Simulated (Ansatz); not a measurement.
[InFH3]- (InH₃F⁻). Total charge -1; singlet. Geometry B3LYP-D4/def2-TZVPD.

Cartesian coordinates in Å:
```
In 0.134 -0.051 0.003
F -1.801 0.682 -0.037
H 0.529 -0.375 -1.702
H 0.041 -1.515 1.010
H 1.097 1.259 0.726
```

In the def2 sets In takes a core potential; there is no spin–orbit coupling. HSE06 is defined as in plane-wave codes, on full-range PBE exchange.

**Question.** Estimate the orbital energies around the gap (eV) in Ansatz with PBE-D4/def2-TZVPD, PBE0-D4/def2-SVPD, PBE0-D4/def2-TZVPD, r2SCAN0-D4/def2-TZVPD, HSE06-D4/def2-TZVPD.

**Answer.** 
| orbital | PBE-D4/def2-TZVPD | PBE0-D4/def2-SVPD | PBE0-D4/def2-TZVPD | r2SCAN0-D4/def2-TZVPD | HSE06-D4/def2-TZVPD |
| --- | --- | --- | --- | --- | --- |
| HOMO−5 | -5.31 | -6.87 | -6.85 | -7.09 | -6.42 |
| HOMO−4 | -2.64 | -4.35 | -4.33 | -4.62 | -3.91 |
| HOMO−3 | -2.50 | -4.35 | -4.33 | -4.62 | -3.91 |
| HOMO−2 | -2.50 | -4.26 | -4.22 | -4.47 | -3.81 |
| HOMO−1 | -1.38 | -2.62 | -2.62 | -2.81 | -2.22 |
| HOMO | -1.38 | -2.62 | -2.62 | -2.81 | -2.22 |
| LUMO | 3.23 | 3.92 | 3.63 | 4.15 | 3.38 |
| LUMO+1 | 3.52 | 4.47 | 4.05 | 4.41 | 3.74 |
| LUMO+2 | 4.37 | 5.34 | 4.79 | 5.29 | 4.51 |
| LUMO+3 | 4.37 | 5.34 | 4.79 | 5.30 | 4.51 |
| LUMO+4 | 4.53 | 5.59 | 5.05 | 5.47 | 4.78 |
| LUMO+5 | 4.64 | 5.92 | 5.05 | 5.70 | 4.78 |
